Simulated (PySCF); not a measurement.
Gas-phase reaction: 2 Ge(OH)₄ ⇌ Ge₂O₂ + 6 OH + H₂

Energies from PySCF (xtb for GFN2), thermal terms from the rigid-rotor harmonic-oscillator model, ideal gas at 1 bar. † marks an energy on the PBE0/def2-TZVP geometry and frequencies; other levels use their own. Open shells (unrestricted): OH (multiplicity 2); the rest are closed-shell singlets. GFN2 has no spin-polarisation term. Spin-orbit splitting is ignored; it lowers the true energy and changes the entropy of OH. Ge: all electrons, no relativistic terms. Ge(OH)₄, Ge₂O₂: computed as isolated molecules; such fragments, hydroxides, amides, oligomers or adducts are transient or little studied in the gas.

ωB97M-V/def2-TZVP† gives ΔH°(298 K) = 1938 kJ.

### Question
What do GFN2-xTB, PBE/def2-SVP, r2SCAN/def2-TZVP† give?

### Answer
GFN2-xTB: 2483 kJ; PBE/def2-SVP: 1987 kJ; r2SCAN/def2-TZVP†: 1917 kJ. For scale, ΔH°(298 K) is 1938 kJ at this level, 1953 kJ at ωB97X-V/def2-TZVP†, and runs from 1246 to 2483 kJ over the 20 levels computed.
